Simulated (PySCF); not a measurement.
## Relaxation of singlet Br₃⁺

Computed with PBE0 in PySCF with Br def2-TZVP; no relativity; density-fitted integrals. A (50,194) grid was used.

A start displaced from a saddle point along its imaginary mode, of C2v symmetry, held to at least that symmetry:

```xyz
3
charge 1 multiplicity 1, angstrom
Br    0.0849    0.0849    0.0000
Br   -0.0424   -0.0424    2.3802
Br   -0.0424   -0.0424   -2.3802
```

Optimiser trace:
```json
{"step": "0", "E − E(last) (kJ/mol)": "163.27", "largest gradient (Eh/bohr)": "0.01682"}
{"step": "1", "E − E(last) (kJ/mol)": "116.71", "largest gradient (Eh/bohr)": "0.01953"}
{"step": "2", "E − E(last) (kJ/mol)": "72.53", "largest gradient (Eh/bohr)": "0.03022"}
{"step": "3", "E − E(last) (kJ/mol)": "27.28", "largest gradient (Eh/bohr)": "0.02491"}
{"step": "4", "E − E(last) (kJ/mol)": "2.32", "largest gradient (Eh/bohr)": "0.00597"}
{"step": "5", "E − E(last) (kJ/mol)": "0.46", "largest gradient (Eh/bohr)": "0.00466"}
{"step": "6", "E − E(last) (kJ/mol)": "0.00", "largest gradient (Eh/bohr)": "0.00049"}
{"step": "7", "E − E(last) (kJ/mol)": "0.00", "largest gradient (Eh/bohr)": "0.00004"}
```

It ends at C2v with Br–Br 2.273 Å (×2); Br–Br–Br 107.8°. A frequency run shows a minimum. Other isomers or separated fragments may lie lower.

Final geometry:
Z-matrix (Å, degrees; charge 1 multiplicity 1):
```
Br
Br 1 2.2728
Br 1 2.2728 2 107.84
```
